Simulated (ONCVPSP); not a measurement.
## An all-electron radial function and its pseudo partner (Be (Z = 4))

Columns: radius, all-electron u(r) and pseudo u(r) of the 2s shell (level -13.70 eV) of beryllium in the configuration [He] 2s1; PBE, scalar-relativistic, ONCV scheme, ONCVPSP 4.0.1.

| r (bohr) | all-electron | pseudo |
| --- | --- | --- |
| 0.082 | -0.2011 | 0.0231 |
| 0.165 | -0.2824 | 0.0476 |
| 0.248 | -0.2874 | 0.0741 |
| 0.330 | -0.2471 | 0.1026 |
| 0.413 | -0.1795 | 0.1336 |
| 0.495 | -0.0986 | 0.1661 |
| 0.578 | -0.0106 | 0.2007 |
| 0.660 | 0.0769 | 0.2368 |
| 0.742 | 0.1617 | 0.2751 |
| 0.825 | 0.2424 | 0.3165 |
| 0.908 | 0.3167 | 0.3605 |
| 0.990 | 0.3830 | 0.4060 |
| 1.072 | 0.4419 | 0.4522 |
| 1.155 | 0.4942 | 0.4979 |
| 1.238 | 0.5396 | 0.5406 |
| 1.320 | 0.5781 | 0.5783 |
| 1.402 | 0.6106 | 0.6106 |
| 1.485 | 0.6373 | 0.6373 |
| 1.568 | 0.6582 | 0.6582 |
| 1.650 | 0.6735 | 0.6734 |
| 1.733 | 0.6838 | 0.6838 |
| 1.815 | 0.6895 | 0.6895 |
| 1.898 | 0.6911 | 0.6911 |
| 1.980 | 0.6889 | 0.6889 |
| 2.062 | 0.6834 | 0.6834 |
| 2.145 | 0.6749 | 0.6749 |

How many radial nodes do the two functions have?

The all-electron 2s function has n − l − 1 = 1; the pseudo-wave has 0, since the states of the same l below it are removed with the core.

At about which radius was the pseudo-wave matched?

1.60 bohr. The columns agree to 0.0005 from 1.32 bohr on; several derivatives are matched, so the curves merge somewhat inside the radius.

Is the pseudo-wave norm-conserving?

Yes: the ONCV scheme keeps the norm inside the radius equal to the all-electron one, which fixes the energy derivative of the logarithmic derivative at the level.
